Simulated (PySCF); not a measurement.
Compound: C₃H₁₀NSi₂ (doublet state).
Geometry (GFN2-xTB, Å), atoms numbered from 1 in this order:
```xyz
16
C3H10NSi2 angstrom
N      2.1819   -0.6978    0.9345
Si     1.3566    0.3124   -0.2053
C     -0.0433   -0.7315   -0.9839
C     -1.2913   -0.6814   -0.1047
C     -1.6739    0.7554    0.2510
Si    -0.1138    1.5837    1.0017
H      2.5232   -1.5922    0.6190
H      2.8694   -0.2750    1.5364
H      2.2358    0.7613   -1.3121
H      0.2513   -1.7703   -1.1349
H     -0.2875   -0.3279   -1.9688
H     -1.0972   -1.2356    0.8178
H     -2.1256   -1.1786   -0.6125
H     -2.5385    0.7543    0.9156
H     -1.9787    1.2850   -0.6563
H     -0.2760    3.0472    0.8910
```

The hyperfine couplings belong to this conformer and change with its torsions.

As a line formula: `N[Si@H]1CCC[SiH]1` [radical].

Computed with UKS B3LYP, pcH-1 on C H N Si, non-relativistic, mean-field spin-orbit, GIAO in PySCF 2.14.0. Geometry: GFN2-xTB, one conformer, isolated molecule. A GFN2-xTB geometry isn't a minimum of the functional, and hyperfine couplings can be far from their values at a DFT geometry, by a factor of two or more for some ions and for spin on atoms past the first row. The SCF solution wasn't tested for stability.

(1) Match the computed a_iso(29Si) values -423.0, -24.0 MHz with the sites Si2; Si6.

(2) Match the computed a_iso(13C) values +8.1, +5.2, -1.1 MHz with the sites C3; C4; C5.

Answers

(1) 
| site | a_iso (MHz) | ρ(0) (bohr⁻³) | position | distance from Si6 (Å) | spin population | largest \|T\| (MHz) |
| --- | --- | --- | --- | --- | --- | --- |
| Si2 | -24.0 | +0.0271 | 1 bond from Si6 | 2.29 | +0.03 | 15.1 |
| Si6 | -423.0 | +0.4770 | largest spin population | 0.00 | +0.94 | 167.0 |

(2) 
```tsv
site	a_iso (MHz)	ρ(0) (bohr⁻³)	position	distance from Si6 (Å)	spin population	largest |T| (MHz)
C3	+5.2	+0.0046	2 bonds from Si6	3.05	+0.01	2.2
C4	-1.1	-0.0010	2 bonds from Si6	2.78	0.00	0.8
C5	+8.1	+0.0072	1 bond from Si6	1.92	-0.01	5.7
```

ρ(0) is the spin density at the nucleus and T the dipolar tensor; a_iso includes a spin–orbit part; entries for several nuclei are means. The largest Mulliken spin population is on Si6 (+0.94). The angles at Si6 add up to 328.0°, so it is pyramidal.

Means are taken over nuclei equivalent by connectivity, which assumes that they swap fast.
